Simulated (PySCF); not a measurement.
Species: C7H13FO2.
Numbering: `[CH3:1][O:2][C@@:3]1([F:4])[CH2:5][CH2:6][CH2:7][CH2:8][O:9][CH2:10]1` (hydrogens: H11, H12, H13 on C1; H14, H15 on C5; H16, H17 on C6; H18, H19 on C7; H20, H21 on C8; H22, H23 on C10)

The same species was optimised twice, with GFN2-xTB and with PBE0-D3(BJ)/def2-SVP (PySCF), and the same property calculations (PySCF, gas phase) were run on both structures.

```json
{"coordinate": "C3–C10 (Å)", "GFN2-xTB": "1.549", "PBE0-D3(BJ)/def2-SVP": "1.537", "change": "-0.012"}
{"coordinate": "C1–O2 (Å)", "GFN2-xTB": "1.417", "PBE0-D3(BJ)/def2-SVP": "1.407", "change": "-0.010"}
{"coordinate": "C3–C5 (Å)", "GFN2-xTB": "1.532", "PBE0-D3(BJ)/def2-SVP": "1.522", "change": "-0.010"}
{"coordinate": "C7–C8 (Å)", "GFN2-xTB": "1.529", "PBE0-D3(BJ)/def2-SVP": "1.519", "change": "-0.010"}
{"coordinate": "C8–O9 (Å)", "GFN2-xTB": "1.418", "PBE0-D3(BJ)/def2-SVP": "1.411", "change": "-0.007"}
{"coordinate": "C3–F4 (Å)", "GFN2-xTB": "1.405", "PBE0-D3(BJ)/def2-SVP": "1.398", "change": "-0.007"}
{"coordinate": "O9–C10 (Å)", "GFN2-xTB": "1.397", "PBE0-D3(BJ)/def2-SVP": "1.391", "change": "-0.006"}
{"coordinate": "O2–C3 (Å)", "GFN2-xTB": "1.385", "PBE0-D3(BJ)/def2-SVP": "1.379", "change": "-0.006"}
{"coordinate": "C5–C6 (Å)", "GFN2-xTB": "1.528", "PBE0-D3(BJ)/def2-SVP": "1.526", "change": "-0.002"}
{"coordinate": "C6–C7 (Å)", "GFN2-xTB": "1.526", "PBE0-D3(BJ)/def2-SVP": "1.524", "change": "-0.002"}
{"coordinate": "C5–C6–C7 (°)", "GFN2-xTB": "113.1", "PBE0-D3(BJ)/def2-SVP": "115.8", "change": "+2.7"}
{"coordinate": "C6–C7–C8 (°)", "GFN2-xTB": "112.7", "PBE0-D3(BJ)/def2-SVP": "114.6", "change": "+1.9"}
{"coordinate": "C8–O9–C10 (°)", "GFN2-xTB": "115.8", "PBE0-D3(BJ)/def2-SVP": "116.9", "change": "+1.1"}
{"coordinate": "C7–C8–O9 (°)", "GFN2-xTB": "111.7", "PBE0-D3(BJ)/def2-SVP": "110.6", "change": "-1.1"}
{"coordinate": "O2–C3–C10 (°)", "GFN2-xTB": "113.1", "PBE0-D3(BJ)/def2-SVP": "112.2", "change": "-0.9"}
{"coordinate": "O2–C3–C5 (°)", "GFN2-xTB": "106.5", "PBE0-D3(BJ)/def2-SVP": "107.1", "change": "+0.6"}
{"coordinate": "F4–C3–C5 (°)", "GFN2-xTB": "108.8", "PBE0-D3(BJ)/def2-SVP": "108.2", "change": "-0.6"}
{"coordinate": "O2–C3–F4 (°)", "GFN2-xTB": "107.4", "PBE0-D3(BJ)/def2-SVP": "107.9", "change": "+0.5"}
{"coordinate": "C1–O2–C3–F4 (°)", "GFN2-xTB": "58", "PBE0-D3(BJ)/def2-SVP": "62", "change": "+4"}
```

Rotational constants: A = 2399, B = 1012, C = 865.3 MHz (GFN2-xTB) against A = 2398, B = 1031, C = 879.5 MHz (PBE0-D3(BJ)/def2-SVP). Point groups within 0.08 Å: C1 and C1.

On the GFN2-xTB structure: HOMO (eV) -7.24 [PBE0/pcSseg-1]; LUMO (eV) 1.55 [PBE0/pcSseg-1]; dipole (D) 0.57 [PBE0/pcSseg-1]; GIAO shielding of C1 (ppm) 135.1 [PBE0/pcSseg-1]; GIAO shielding of O2 (ppm) 243.2 [PBE0/pcSseg-1]; GIAO shielding of C3 (ppm) 63.4 [PBE0/pcSseg-1]; GIAO shielding of F4 (ppm) 310.1 [PBE0/pcSseg-1]; GIAO shielding of C5 (ppm) 146.1 [PBE0/pcSseg-1]; GIAO shielding of C6 (ppm) 162.0 [PBE0/pcSseg-1]; GIAO shielding of C7 (ppm) 151.1 [PBE0/pcSseg-1]; GIAO shielding of C8 (ppm) 112.3 [PBE0/pcSseg-1].

Q: What do these properties become on the PBE0-D3(BJ)/def2-SVP structure?

A: 
| property | level | on GFN2-xTB | on PBE0-D3(BJ)/def2-SVP | change |
| --- | --- | --- | --- | --- |
| HOMO (eV) | PBE0/pcSseg-1 | -7.24 | -7.25 | -0.01 |
| LUMO (eV) | PBE0/pcSseg-1 | 1.55 | 1.50 | -0.05 |
| dipole (D) | PBE0/pcSseg-1 | 0.57 | 0.56 | -0.01 |
| energy, GFN2-xTB geometry as zero (kcal/mol) | PBE0/pcSseg-1 | 0.0 | -0.6 | -0.6 |
| GIAO shielding of C1 (ppm) | PBE0/pcSseg-1 | 135.1 | 134.8 | -0.3 |
| GIAO shielding of O2 (ppm) | PBE0/pcSseg-1 | 243.2 | 247.7 | +4.5 |
| GIAO shielding of C3 (ppm) | PBE0/pcSseg-1 | 63.4 | 66.5 | +3.1 |
| GIAO shielding of F4 (ppm) | PBE0/pcSseg-1 | 310.1 | 315.6 | +5.5 |
| GIAO shielding of C5 (ppm) | PBE0/pcSseg-1 | 146.1 | 146.2 | +0.1 |
| GIAO shielding of C6 (ppm) | PBE0/pcSseg-1 | 162.0 | 161.6 | -0.4 |
| GIAO shielding of C7 (ppm) | PBE0/pcSseg-1 | 151.1 | 151.2 | +0.1 |
| GIAO shielding of C8 (ppm) | PBE0/pcSseg-1 | 112.3 | 114.7 | +2.4 |

The heavy atoms differ by 0.066 Å rms after alignment. Among bonds between heavy atoms C3–C10 changes most (-0.012 Å). Changes are differences of the printed values. Neither structure is proved a minimum here.
